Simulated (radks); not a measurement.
Values are calculated unless marked as measured or tabulated.
Ionisation of neutral helium, [He], to He+, 1s1, under several functionals. Scalar-relativistic Kohn-Sham, spin-polarised, spherical densities, finite nucleus; open shells are filled with parallel spins first; a radial shooting solver on a logarithmic mesh with Libxc functionals.

functional,E(He) (hartree),Exc (hartree),IE (eV),-e(HOMO) (eV),<r> HOMO (bohr),IE error (eV)
Wu-Cohen GGA,-2.87157,-1.02177,24.216,15.612,0.9476,-0.371
MS2 meta-GGA,-2.91273,-1.07288,24.648,16.439,0.9355,+0.061
RPBE,-2.91088,-1.06730,24.666,15.825,0.9437,+0.079
PBE,-2.89307,-1.04623,24.468,15.764,0.9458,-0.119
PBEsol,-2.85786,-1.00435,24.169,15.499,0.9512,-0.419
AM05,-2.85269,-0.99619,24.351,15.432,0.9539,-0.236
PW91,-2.90014,-1.05452,24.579,15.872,0.9450,-0.009

NIST Atomic Spectra Database: 24.587 eV (measured). Closest: PW91. The Delta-SCF values span 0.50 eV, the total energies 0.06 hartree. The highest occupied level is 1s.
